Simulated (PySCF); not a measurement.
Static response to an electric field

Gallium monofluoride, GaF (singlet state).
Cartesian coordinates in Å at the PBE0-D3(BJ)/def2-SVP level; atoms count from 1:
```xyz
2
GaF angstrom
F      0.892   -0.005   -0.007
Ga    -0.887    0.007   -0.021
```

Level: CAM-B3LYP/def2-SVPD (PySCF), static field, nuclei fixed, core orbitals frozen in the response. The polarisability tensor in these axes (au):

```
x   33.67 -0.01  0.02
y   -0.01 31.50  0.00
z    0.02  0.00 31.50
```

Problem. What are the eigenvalues, a third of the trace, and Δα (Δα² = ½Σ(αi − αj)² over the three pairs)?

Solution. Principal values 31.50, 31.50 and 33.67 au; mean 32.22 au = 4.77 Å³ = 5.31 × 10⁻⁴⁰ C²·m²/J; Δα = 2.17 au (7 % of the mean).

Problem. What is the dipole moment, and where does it point?

Solution. (-2.40, 0.02, -0.02) D, 2.40 D in size, pointing from the negative to the positive side. Measured along this direction, the outermost atoms are F1 at the negative end and Ga2 at the positive end.

Problem. Find the Langevin capture rate constant for NH4+ (18.034 u) meeting this molecule (87.924 u), k = 2.342 × 10⁻⁹ cm³/s × √(α in Å³ / reduced mass in u).

Solution. The reduced mass is 14.96 u, so k = 1.32 × 10⁻⁹ cm³/s. The formula leaves out the permanent dipole, which adds to the capture rate.

Problem. Sum over states: ᾱ = Σ f/ω², ω in Eh. What share falls to these 10 lowest TDDFT singlets (eV, f)? 5.84, 0.2714; 5.84, 0.2714; 7.68, 0.4136; 7.83, 0.0000; 7.90, 0.0052; 7.92, 0.0000; 7.92, 0.0000; 8.99, 0.3320; 9.23, 0.0000; 9.23, 0.0000.

Solution. They add up to 20.09 au, 62.4 % of the 32.22 au; the largest single term is 5.90 au, from the state at 5.84 eV. Terms in order: 5.90, 5.90, 5.20, 0.00, 0.06, 0.00, 0.00, 3.04, 0.00, 0.00 au. Higher excitations give the rest. The strengths listed sum to 1.294.

Problem. Refractivity n − 1 of an ideal gas of it at 350 K and 1 atm, from the electronic α?

Solution. N = p/kT = 2.0968 × 10¹⁹ cm⁻³, so n − 1 = 2π × N × 4.77 × 10⁻²⁴ cm³ = 629 × 10⁻⁶ at long wavelengths.

Isolated species at its PBE0-D3(BJ)/def2-SVP geometry, gas phase. The calculation is non-relativistic, for gallium too.

These values come from a run that also computed excited states and ΔSCF ions. Hardware: one thread, Arm Neoverse V1 (shared host). Cost: 4.1 s wall.
